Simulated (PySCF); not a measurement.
# Two-dimensional NMR puzzle

Compound of formula C8H7Cl. Correlations simulated from computed shifts and the bond graph:

HSQC (one-bond C–H):
| δH | δC |
| --- | --- |
| 6.95 | 151.9 |
| 6.92 | 153.2 |
| 6.90 | 135.3 |
| 5.58 | 121.1 |
| 5.49 | 121.1 |
| 3.87 | 46.8 |
| 3.86 | 56.6 |

COSY cross peaks (H two or three bonds apart, from the bond graph; peaks can be absent where the dihedral angle is near 90°):
| δH | δH |
| --- | --- |
| 6.95 | 6.92 |
| 6.95 | 3.87 |
| 6.92 | 3.86 |
| 6.90 | 5.58 |
| 6.90 | 5.49 |
| 5.58 | 5.49 |
| 3.87 | 3.86 |

HMBC (two and three bonds, from the bond graph; two-bond peaks within aromatic rings are usually weak or absent):
| δH | δC |
| --- | --- |
| 6.95 | 155.6, 153.2, 56.6, 46.8 |
| 6.92 | 151.9, 149.3, 56.6, 46.8 |
| 6.90 | 155.6, 149.3, 121.1, 46.8 |
| 5.58 | 155.6, 135.3 |
| 5.49 | 155.6, 135.3 |
| 3.87 | 155.6, 153.2, 151.9, 149.3, 135.3, 56.6 |
| 3.86 | 155.6, 153.2, 151.9, 149.3, 46.8 |

Carbons without hydrogens: δ 155.6, 149.3.

Computed data (PySCF 2.14): GIAO PBE0/pcSseg-1 shieldings, GFN2-xTB structure. Isolated molecule, single conformer, non-relativistic.

Scale: 1H (σ = 31.72 ppm) and 13C (σ = 186.93 ppm) against TMS (reference shieldings calculated alike).

Exchangeable hydrogens are left out of these lists.

Question: Which molecule is this?

Answer: `C=CC1=C(Cl)[C@@H]2C=C[C@H]12`.

Atom-mapped SMILES (the numbers label the heavy atoms): `[CH2:1]=[CH:2][C:3]1=[C:4]([Cl:5])[C@@H:6]2[CH:7]=[CH:8][C@H:9]12` (H(Xn): hydrogen on atom n). Ha(C1) is cis to C3; Hb(C1) is trans to C3.

1. δC 155.6 is C3, a fully substituted alkene carbon.
2. δC 153.2 is C7, an alkene CH (δH 6.92).
3. δC 151.9 is C8, an alkene CH (δH 6.95).
4. δC 149.3 is C4, a fully substituted alkene carbon.
5. δC 135.3 is C2, an alkene CH (δH 6.90).
6. δC 121.1 is C1, a terminal =CH2 carbon (δH 5.58, 5.49).
7. δC 56.6 is C6, an allylic sp3 CH (δH 3.86).
8. δC 46.8 is C9, an allylic sp3 CH (δH 3.87).
9. HMBC from δH 6.95 reaches the proton-free carbon C3.
10. HMBC from δH 6.92 reaches the proton-free carbon C4.
11. HMBC from δH 6.90 reaches the proton-free carbons C3, C4.
12. HMBC from δH 5.58 reaches the proton-free carbon C3.
13. COSY links 6.95–6.92, 6.95–3.87, 6.92–3.86, 6.90–5.58, 6.90–5.49, 5.58–5.49.

This is the structure that produced the data. Such data don't tell enantiomers apart.

Carbons that carry Cl, above all several Cl atoms, come out too deshielded, partly because spin–orbit coupling is missing. Shifts are as computed. Against solution values, carbons near 30 ppm lie about +3 ppm off and those near 130 ppm about +5 ppm; carbons on Cl a further +6 ppm (rms about the fit 2.1 ppm; single classes can miss by 10 ppm). Of 1328 compounds with measured shifts, 309 miss one by over three times the rms of a fit or turn the order of signals round; such compounds aren't used in these exercises. Signals without a measured value on file couldn't be tested in this way; 1H shifts scatter by 0.2 ppm about their fit, and single ones miss by 0.5 ppm.
